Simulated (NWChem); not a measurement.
A series in which one site is exchanged, each optimised at PBE0/def2-SVP with NWChem, gas phase unless a solvent is named. This build's default masses of Se (78.918 u) and Br (79.917 u) are each other's, which moves their modes by up to 0.6 %. For some, no frequency run checked for a minimum. def2 effective core potentials on Cd; no spin-orbit coupling.

A: [SiH3][Cd][Br] (CdSiH$_{3}$Br; site = Cd)
B: [SiH3][Be][Br] (BeSiH3Br; site = Be)
C: [Br][Mg][SiH3] (MgSiH3Br; site = Mg)
D: [SiH3][Zn][Br] (ZnSiH₃Br; site = Zn)

Values for A:

| Item | Value |
|---|---|
| dipole (D), PBE0/def2-SVP | 2.48 |
| orbital gap (eV), PBE0/def2-SVP | 6.77 |
| static polarisability, B3LYP/def2-SVPD (bohr³) | 91.8 |
| lowest singlet excitation, B3LYP/def2-SVPD, TDA (eV) | 5.25 |

Q: How do these values change for the other members?

A: 
```json
[
 {"change from A": "dipole (D), PBE0/def2-SVP", "B": "-2.47", "C": "-1.15", "D": "-0.56"},
 {"change from A": "orbital gap (eV), PBE0/def2-SVP", "B": "+0.20", "C": "-0.47", "D": "+0.62"},
 {"change from A": "static polarisability, B3LYP/def2-SVPD (bohr³)", "B": "-20.8", "C": "-4.0", "D": "-8.7"},
 {"change from A": "lowest singlet excitation, B3LYP/def2-SVPD, TDA (eV)", "B": "+0.54", "C": "+0.06", "D": "+0.41"}
]
```
